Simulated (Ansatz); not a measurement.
NbOF4, that is [NbOF4]- with one electron fewer. The state is a doublet with charge 0. Geometry r2SCAN-D4/def2-SVPD; atoms count from 1.

```xyz
6

Nb    0.0048   -0.1026    0.0470
O    -0.0756    1.6184   -0.7409
F    -1.2787   -0.4041   -1.2911
F    -1.1138   -0.5493    1.4588
F     1.2597    0.8113    1.1047
F     1.2037   -1.3737   -0.5784
```

In the def2 sets Nb takes a core potential; there is no spin–orbit coupling.

(1) Estimate the Mulliken populations from the PBE0/def2-TZVPD orbitals of Ansatz.

(2) Where does the spin sit?

(3) And the Mayer bond orders between heavy atoms (over 0.3)?

Answers

(1) 
| atom | charge (e) | spin (α − β) | d electrons |
| --- | --- | --- | --- |
| Nb1 | 2.68 | -0.10 | 2.16 |
| O2 | -0.43 | 0.99 | – |
| F3 | -0.56 | 0.05 | – |
| F4 | -0.57 | 0.00 | – |
| F5 | -0.56 | 0.05 | – |
| F6 | -0.57 | 0.00 | – |
Mulliken values depend strongly on the basis. With diffuse functions, as here, like atoms can get unlike values, and bond orders can come out too low or too high.

(2) Summed by element: Nb -0.10, O 0.99, F 0.10, of 1 unpaired in all. Largest on single atoms: O2 0.99, Nb1 -0.10, F3 0.05.

(3) Nb1–O2 0.90 (1.89 Å); Nb1–F3 0.65 (1.88 Å); Nb1–F4 0.64 (1.86 Å); Nb1–F5 0.65 (1.88 Å); Nb1–F6 0.64 (1.86 Å).
